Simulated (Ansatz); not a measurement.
Correlation energies of Cl₅FW, SMILES `[F][W]([Cl])([Cl])([Cl])([Cl])[Cl]` by basis set

```xyz
7

F    -0.672    1.589    0.750
W    -0.009    0.022    0.010
Cl   -1.453   -1.146    1.340
Cl   -1.619    0.173   -1.603
Cl    1.392    1.290   -1.272
Cl    1.559   -0.030    1.670
Cl    0.802   -1.897   -0.896
```

Charge 0, multiplicity 1. Correlated methods include outer-core shells of W, which these sets cover unevenly. W: def2 effective core potential. The structure was optimised at the PBE0-D4/def2-TZVP level. Frozen core, restricted reference, the Gaussian-basis code of Ansatz.

| basis | HF (Eh) | MP2 corr. | CCSD corr. | (T) | CCSD(T) total |
| --- | --- | --- | --- | --- | --- |
| def2-SVP | -2462.65452 | -1.26873 | -1.25821 | -0.05713 | -2463.96986 |
| def2-TZVPP | -2463.61447 | -1.74000 | – | – | – |
| def2-QZVPP | -2463.68487 | -1.92088 | – | – | – |
